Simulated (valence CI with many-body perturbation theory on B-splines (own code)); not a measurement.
Ce26+: calculated level list

Method: relativistic CI+MBPT: four valence electrons over a frozen Dirac-Fock core [Ar] 3d10, radial functions for each j: 11 s, 11 p, 10 d, 8 f, 5 g, 2 h, with the one-electron correlation potential Σ1 (screened to all orders), the two-electron term Σ2, the three-electron term Σ3, Breit, model QED; selected single and double excitations, second order for the rest, scaled by the run's own slope (own B-spline code, finite nucleus).

The last digits are not significant, and no measured levels were compared; by estimate large intervals hold to a few tenths of a per cent, small ones and those within an open d or f shell to about a per cent. Among the levels kept, up to 510 cm⁻¹ of a level comes from second order outside the variational space, and about a tenth of that is noise between levels of different J, which matters for small intervals.

Levels 1 to 45 of 179, with energies above the lowest level, (4s^2 4p1/2^2) J=0. "Leading %" is the weight of the configuration and term that name the level; weights of strongly mixed levels are sums over their largest components and can fall short, so below about 35 % the name and the second component can differ from the true leading terms, or belong to a minority configuration. In the jj column 3d3/2^4 stands for four electrons in 3d with j = 3/2. Lifetimes count E1, E2, E3, M1 and M2 decay at the calculated energies, and are blank where another channel may lead or the interval is too uncertain; long ones can be off by a factor of two.

```
No.  Configuration  Term  J  E (eV)  Leading %      g  Lifetime    Second component                   Leading jj
  1        4s2 4p2    3P  0    0.00         75                      24 % 4s2 4p2 1S          4s^2 4p1/2^2 (98 %)
  2        4s2 4p2    3P  1   22.15         99  1.499   13.0 μs                          4s^2 4p1/2 4p3/2 (99 %)
  3        4s2 4p2    1D  2   24.99         57  1.207   1.26 ms     41 % 4s2 4p2 3P      4s^2 4p1/2 4p3/2 (98 %)
  4        4s2 4p2    3P  2   49.29         57  1.289   6.33 μs     41 % 4s2 4p2 1D          4s^2 4p3/2^2 (98 %)
  5        4s2 4p2    1S  0   55.83         74          3.72 μs     24 % 4s2 4p2 3P          4s^2 4p3/2^2 (97 %)
  6         4s 4p3   5S°  2   79.79         52  1.707    165 ps     34 % 4s 4p3 3P°      4s 4p1/2^2 4p3/2 (87 %)
  7         4s 4p3   3D°  1   89.84         50  0.931   17.0 ps     22 % 4s 4p3 3P°      4s 4p1/2^2 4p3/2 (84 %)
  8         4s 4p3   3D°  2  100.74         52  1.472   85.5 ps     34 % 4s 4p3 5S°      4s 4p1/2 4p3/2^2 (88 %)
  9         4s 4p3   3D°  3  106.04         93  1.330   85.8 ps   5 % 4s2 4p 4d 3D°      4s 4p1/2 4p3/2^2 (93 %)
 10         4s 4p3   3P°  0  111.88         95          21.8 ps                          4s 4p1/2 4p3/2^2 (95 %)
 11         4s 4p3   1D°  2  113.89         44  1.068   22.5 ps  16 % 4s2 4p 4d 1D°      4s 4p1/2 4p3/2^2 (62 %)
 12         4s 4p3   3P°  1  114.43         50  1.274   12.1 ps     25 % 4s 4p3 3D°      4s 4p1/2 4p3/2^2 (86 %)
 13         4s 4p3   3S°  1  119.91         41  1.471   4.52 ps     31 % 4s 4p3 1P°      4s 4p1/2 4p3/2^2 (84 %)
 14      4s2 4p 4d   3F°  2  123.83         70  0.814   15.8 ps      9 % 4s 4p3 1D°      4s^2 4p1/2 4d3/2 (71 %)
 15      4s2 4p 4d   3F°  3  132.21         75  1.106   13.3 ps  11 % 4s2 4p 4d 3D°      4s^2 4p1/2 4d5/2 (85 %)
 16         4s 4p3   3P°  2  133.64         31  1.285   7.75 ps  21 % 4s2 4p 4d 3D°      4s^2 4p1/2 4d5/2 (49 %)
 17      4s2 4p 4d   3D°  1  134.09         47  0.837   2.24 ps  22 % 4s2 4p 4d 3P°      4s^2 4p1/2 4d3/2 (89 %)
 18      4s2 4p 4d   3P°  2  135.65         42  1.316   5.98 ps     26 % 4s 4p3 1D°      4s^2 4p1/2 4d5/2 (41 %)
 19         4s 4p3   1P°  1  145.34         41  1.271   4.03 ps     30 % 4s 4p3 3S°            4s 4p3/2^3 (70 %)
 20      4s2 4p 4d   3F°  4  151.82         98  1.248   14.2 μs                          4s^2 4p3/2 4d5/2 (98 %)
 21      4s2 4p 4d   3D°  2  153.38         40  1.027   2.67 ps  37 % 4s2 4p 4d 1D°      4s^2 4p3/2 4d3/2 (78 %)
 22      4s2 4p 4d   3P°  0  154.87         95          3.13 ps                          4s^2 4p3/2 4d3/2 (95 %)
 23      4s2 4p 4d   3D°  3  155.64         52  1.204   2.61 ps  22 % 4s2 4p 4d 3F°      4s^2 4p3/2 4d3/2 (68 %)
 24      4s2 4p 4d   3P°  1  157.05         62  1.238   2.85 ps  20 % 4s2 4p 4d 3D°      4s^2 4p3/2 4d3/2 (72 %)
 25      4s2 4p 4d   3P°  2  160.27         43  1.297   3.51 ps  24 % 4s2 4p 4d 3D°      4s^2 4p3/2 4d5/2 (73 %)
 26      4s2 4p 4d   1F°  3  165.98         67  1.103   2.53 ps  30 % 4s2 4p 4d 3D°      4s^2 4p3/2 4d5/2 (76 %)
 27      4s2 4p 4d   1P°  1  168.80         72  0.965   3.32 ps  12 % 4s2 4p 4d 3D°      4s^2 4p3/2 4d5/2 (82 %)
 28            4p4    3P  2  173.46         52  1.337   15.8 ps         22 % 4p4 1D       4p1/2^2 4p3/2^2 (74 %)
 29      4s 4p2 4d    5F  1  178.56         62  0.313   72.6 ps   22 % 4s 4p2 4d 3D      4s 4p1/2^2 4d3/2 (86 %)
 30      4s 4p2 4d    5F  2  181.26         45  1.174   23.9 ps   19 % 4s 4p2 4d 5D      4s 4p1/2^2 4d3/2 (56 %)
 31            4p4    1S  0  181.79         46          8.98 ps         40 % 4p4 3P       4p1/2^2 4p3/2^2 (84 %)
 32      4s 4p2 4d    5D  3  186.69         32  1.375   18.1 ps   31 % 4s 4p2 4d 5F      4s 4p1/2^2 4d5/2 (77 %)
 33            4p4    3P  1  195.35         39  1.345   24.6 ps   23 % 4s 4p2 4d 3P  4s 4p1/2 4p3/2 4d3/2 (51 %)
 34      4s 4p2 4d    3F  2  196.04         56  0.886   11.5 ps   13 % 4s 4p2 4d 1D      4s 4p1/2^2 4d5/2 (51 %)
 35            4p4    1D  2  197.09         28  1.178   26.9 ps   23 % 4s 4p2 4d 5F  4s 4p1/2 4p3/2 4d3/2 (53 %)
 36      4s 4p2 4d    5D  0  197.16         89           108 ps    7 % 4s 4p2 4d 3P  4s 4p1/2 4p3/2 4d3/2 (94 %)
 37      4s 4p2 4d    5F  3  198.82         47  1.218   41.4 ps   29 % 4s 4p2 4d 3F  4s 4p1/2 4p3/2 4d3/2 (81 %)
 38      4s 4p2 4d    5D  1  199.44         49  1.402   12.5 ps         34 % 4p4 3P  4s 4p1/2 4p3/2 4d3/2 (44 %)
 39            4p4    1D  2  199.57         22  1.196   9.42 ps         21 % 4p4 3P         4p1/2 4p3/2^3 (42 %)
 40      4s 4p2 4d    5F  4  200.73         72  1.344    601 ps   17 % 4s 4p2 4d 5D  4s 4p1/2 4p3/2 4d5/2 (76 %)
 41      4s 4p2 4d    5D  4  202.81         43  1.333    340 ps   40 % 4s 4p2 4d 3F  4s 4p1/2 4p3/2 4d3/2 (50 %)
 42      4s 4p2 4d    5F  5  206.76         64  1.327    264 ps   35 % 4s 4p2 4d 3G  4s 4p1/2 4p3/2 4d5/2 (89 %)
 43      4s 4p2 4d    3F  2  207.02         47  1.053   10.3 ps   23 % 4s 4p2 4d 5D  4s 4p1/2 4p3/2 4d5/2 (54 %)
 44      4s 4p2 4d    5P  3  207.75         50  1.404   4.23 ps   29 % 4s 4p2 4d 3F  4s 4p1/2 4p3/2 4d5/2 (58 %)
 45      4s 4p2 4d    5P  2  210.79         57  1.633   2.72 ps   18 % 4s 4p2 4d 3P  4s 4p1/2 4p3/2 4d3/2 (68 %)
```

The ionisation energy to 4s2 4p 2P°_1/2 of the next ion comes out as 926.06 eV (NIST: 924 ± 4 eV (theoretical)). All 179 levels together are meant to be complete up to 325.14 eV.
